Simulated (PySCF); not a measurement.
Job file and geometry (Å, from GFN2-xTB) of an NMR shielding run on `InChI=1S/C6H12Si3/c1-2-3-5-4-9-6(5,7)8/h4H,9H2,1,7-8H3`, PySCF, GIAO PBE0/pcSseg-1 NMR shielding, non-relativistic, gas phase; density fitting, a coarse starting grid and PySCF grid level 2 are the driver's defaults:

```
$ OMP_NUM_THREADS=1 python probes_run.py task.json out

{"job": {"kind": "nmr", "xc": "PBE0", "basis": "pcSseg-1"}, "charge": 0, "multiplicity": 1}
C      3.759636    -0.556731    -0.609372
C      2.441734    -0.022106    -0.357788
C      1.346026     0.433996    -0.148018
C      0.053858     0.921431     0.081492
C     -0.373391     2.191997     0.248697
Si    -2.171376     1.707014     0.442050
C     -1.177387     0.048950     0.179584
Si    -1.080547    -1.120954     1.670609
Si    -1.501616    -0.885459    -1.439398
H      4.507809     0.233957    -0.548131
H      3.996734    -1.327095     0.125096
H      3.795167    -1.001129    -1.604627
H      0.235134     3.082180     0.242772
H     -3.096323     2.071683    -0.631746
H     -2.797490     1.882538     1.752340
H     -0.004403    -2.101060     1.496880
H     -0.809641    -0.348304     2.888881
H     -2.359261    -1.821210     1.816147
H     -1.522116     0.061305    -2.560180
H     -2.800592    -1.558260    -1.353373
H     -0.450874    -1.875799    -1.692386
```

Question: What does the program print?

Answer: 
```
coarse grid: 18832 points
cycle   1  E = -1103.4024198936  dE =  1.001e+00  |g| = 4.714e-01  |ddm| = 4.687e+00
cycle   2  E = -1103.3687349356  dE =  3.368e-02  |g| = 5.707e-01  |ddm| = 1.292e+00
cycle   3  E = -1103.4541121518  dE = -8.538e-02  |g| = 1.604e-01  |ddm| = 8.929e-01
cycle   4  E = -1103.4603041737  dE = -6.192e-03  |g| = 6.205e-02  |ddm| = 2.352e-01
cycle   5  E = -1103.4611637936  dE = -8.596e-04  |g| = 2.125e-02  |ddm| = 6.895e-02
cycle   6  E = -1103.4612700304  dE = -1.062e-04  |g| = 4.401e-03  |ddm| = 2.791e-02
cycle   7  E = -1103.4612747331  dE = -4.703e-06  |g| = 1.888e-03  |ddm| = 9.387e-03
final grid: 167496 points
cycle   8  E = -1103.5143522881  dE = -2.405e-05  |g| = 7.891e-03  |ddm| = 8.785e-02
cycle   9  E = -1103.5143270788  dE =  2.521e-05  |g| = 1.238e-02  |ddm| = 2.918e-02
cycle  10  E = -1103.5143686388  dE = -4.156e-05  |g| = 2.146e-03  |ddm| = 1.871e-02
cycle  11  E = -1103.5143697185  dE = -1.080e-06  |g| = 5.185e-04  |ddm| = 2.601e-03
cycle  12  E = -1103.5143697723  dE = -5.382e-08  |g| = 1.997e-04  |ddm| = 5.638e-04
cycle  13  E = -1103.5143697814  dE = -9.098e-09  |g| = 6.316e-05  |ddm| = 2.932e-04
cycle  14  E = -1103.5143697824  dE = -1.031e-09  |g| = 1.862e-05  |ddm| = 1.055e-04
cycle  15  E = -1103.5143697825  dE = -9.754e-11  |g| = 4.518e-06  |ddm| = 3.254e-05
converged SCF energy = -1103.5143697825

GIAO shielding tensors (ppm)
atom      isotropic    diamagn.    paramagn.     s11        s22        s33       span
  0 C      180.871     256.034     -75.163    173.343    174.289    194.980     21.637
  1 C       81.632     271.133    -189.501     20.986     21.604    202.306    181.320
  2 C      104.014     244.620    -140.606     12.896     18.349    280.797    267.901
  3 C       27.559     267.132    -239.573    -85.676     31.563    136.790    222.466
  4 C       49.644     251.934    -202.290    -58.752     54.849    152.836    211.588
  5 Si     386.229     882.226    -495.998    344.909    386.948    426.829     81.921
  6 C      171.892     258.816     -86.924    149.554    160.672    205.450     55.895
  7 Si     412.695     880.911    -468.216    365.053    399.899    473.132    108.079
  8 Si     413.221     880.949    -467.728    366.691    399.949    473.023    106.333
  9 H       29.421      27.636       1.785     24.187     27.521     36.557     12.370
 10 H       29.400      30.507      -1.107     24.193     27.992     36.016     11.823
 11 H       29.395      30.224      -0.828     24.238     27.914     36.035     11.797
 12 H       25.700      33.380      -7.680     23.337     24.712     29.051      5.713
 13 H       26.880      29.970      -3.090     23.561     25.532     31.547      7.987
 14 H       26.888      29.962      -3.074     23.566     25.478     31.619      8.053
 15 H       27.390      30.206      -2.815     23.983     26.360     31.828      7.845
 16 H       27.717      30.124      -2.408     24.470     25.802     32.879      8.409
 17 H       27.702      30.048      -2.346     24.383     25.519     33.203      8.821
 18 H       27.727      30.188      -2.461     24.530     25.779     32.871      8.341
 19 H       27.710      30.082      -2.373     24.405     25.513     33.212      8.807
 20 H       27.395      30.269      -2.874     24.029     26.324     31.832      7.803
```

Question: Turn these shieldings into chemical shifts. δ = σ(ref) − σ, references computed at the same level: ¹³C (σref 186.93), ²⁹Si (σref 349.16), ¹H (σref 31.72) vs TMS.

Answer: Averaging equivalent atoms: C 3: 159.4; C 4: 137.3; C 1: 105.3; C 2: 82.9; C 6: 15.0; C 0: 6.1; Si 5: -37.1; Si 7/8: -63.8; H 12: 6.02; H 13/14: 4.83; H 15/16/17/18/19/20: 4.11; H 9/10/11: 2.31 ppm. 

Size and cost of the density-fitted run: 234 basis functions, 54 s wall time on 1 thread of an Arm Neoverse V2, shared host; peak memory 1.1 GiB.
